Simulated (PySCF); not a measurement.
PySCF input for C2H5O, SMILES [CH2]OC, multiplicity 2, B3LYP/pcH-1. Geometry optimised at PBE0-D3(BJ)/def2-TZVP. The isomer is the one that the SMILES or the coordinates give; other isomers of the formula were not compared.

```python
import numpy as np
from pyscf import gto, scf, dft
from pyscf.prop.hfc import uks as hfc
from pyscf.prop.gtensor import uks as gtensor

mol = gto.M(
    atom='''
    C     1.20265259   -0.16690134   -0.01147787
    O    -0.00092363    0.05512573    0.54698401
    C    -1.07855905    0.06757523   -0.36045799
    H     1.33578514    0.05789175   -1.06536615
    H     2.02699207   -0.12620384    0.68576558
    H    -0.92986636    0.83300332   -1.13108007
    H    -1.19261188   -0.90905885   -0.84241245
    H    -1.97747113    0.29931846    0.20883612
    ''',
    basis='pcH-1',
    charge=0,
    spin=1,
    max_memory=1600,
    verbose=3,
)
mf = dft.UKS(mol, xc='b3lyp')
mf.grids.level = 3
mf.conv_tol = 1e-10
mf.max_cycle = 100
mf.kernel()
fine, coarse = mf.grids, dft.Grids(mol).set(level=1).build(with_non0tab=True)
for _ in range(3):  # follow internal instabilities
    mf.grids = coarse
    mo, _, stable, _ = mf.stability(return_status=True, nroots=4)
    mf.grids = fine
    if stable:
        break
    mf.kernel(mf.make_rdm1(mo, mf.mo_occ))
A = hfc.HFC(mf).make_fcdip(mf.make_rdm1())  # Fermi contact and dipolar terms, MHz
print('atom   A(iso)/MHz   principal dipolar parts/MHz')
for i, a in enumerate(A):
    w = np.linalg.eigvalsh((a + a.T) / 2)
    print(f'{mol.atom_symbol(i):2s}{i + 1:3d} {w.mean():12.2f}', (w - w.mean()).round(2))
gt = gtensor.GTensor(mf)
gt.dia_soc2e, gt.para_soc2e, gt.so_eff_charge = None, None, True
gt.max_cycle_cphf = 60
g = gt.kernel()
```

Log of the run:

```

WARN: HOMO -0.160150641270842 >= LUMO -0.160150641270832

converged SCF energy = -154.378793527248  <S^2> = 0.75313957  2S+1 = 2.0031371
<class 'pyscf.dft.uks.UKS'> wavefunction is stable in the internal stability analysis
atom   A(iso)/MHz   principal dipolar parts/MHz
C   1       134.86 [-73.38 -72.08 145.46]
O   2       -23.38 [-73.62  35.5   38.12]
C   3        -3.67 [-1.8  -1.06  2.86]
H   4       -37.59 [-33.97  -0.74  34.71]
H   5       -45.70 [-33.88  -1.51  35.4 ]
H   6        12.78 [-3.76 -3.44  7.2 ]
H   7        13.91 [-4.53 -3.52  8.05]
H   8        -1.98 [-3.56 -2.79  6.35]
SOC(1e)/OZ [ 2.38250139e-03 -1.59991940e-05  1.38469851e-03]
free electron g 2.00231930436182
g-tensor total [2.00457209 2.00213999 2.00361663]
g-shift (ppt) [ 2.2527884  -0.17931377  1.29732752]
```

The run converged.
